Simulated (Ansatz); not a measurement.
How methods differ on GeH2F (SMILES [F][GeH2])

GeH2F has 4 atoms, charge 0, and is taken as a doublet. SMILES: `[F][GeH2]`. The coordinates come from a PBE0-D4/def2-TZVP relaxation.

| atom | x (Å) | y (Å) | z (Å) |
| --- | --- | --- | --- |
| F | 0.1382 | -0.5854 | 1.4420 |
| Ge | 0.3057 | -0.2232 | -0.2571 |
| H | -1.0788 | -0.5278 | -0.8820 |
| H | 0.6904 | 1.2760 | -0.3231 |

Quantity: the energy change with the F1–Ge2 bond stretched from 1.745 to 3.491 Å, in eV. The values are calculated.

| level | kind | program | value (eV) | less FCI/STO-3G | CPU time (all runs) |
| --- | --- | --- | --- | --- | --- |
| UHF/STO-3G | Hartree–Fock | Ansatz | 2.72 | -0.74 | 0.92 s |
| UBHLYP/STO-3G | global hybrid | Ansatz | 4.13 | +0.67 | 21 s |
| UB2PLYP/STO-3G | double hybrid | Ansatz | 4.18 | +0.72 | 28 s |
| RPA@PBE/STO-3G | RPA | Ansatz | 3.27 | -0.19 | 27 s |
| UMP2/STO-3G | perturbation theory | Ansatz | 3.32 | -0.14 | 1.7 s |
| UCCSD(T)/STO-3G | coupled cluster or CI | Ansatz | 3.44 | -0.02 | 2.8 s |
| FCI/STO-3G | exact in the basis | Ansatz | 3.46 | 0.00 | 17 s |

FCI/STO-3G is exact within its basis and frozen core, so for wave-function methods in that basis the difference is their error; functionals converge differently with the basis, so for them it is only a difference. All-electron rows without a relativistic Hamiltonian named are non-relativistic. The first shape isn't each level's own minimum. The values span 2.72 to 4.18 eV. Spin contamination of the reference (⟨S²⟩ at least 0.1 too high) touches UHF/STO-3G, UBHLYP/STO-3G, UB2PLYP/STO-3G, RPA@PBE/STO-3G, UMP2/STO-3G, UCCSD(T)/STO-3G. All rows use very small basis sets, so none should be taken for the real molecule's value. In the correlated wave-function rows the outer d shell of Ge is correlated, in sets not made for it. In so small a basis fixed costs decide the times, and correlated methods can beat functionals. CPU times are rough (shared hosts, several kinds of processor and program).
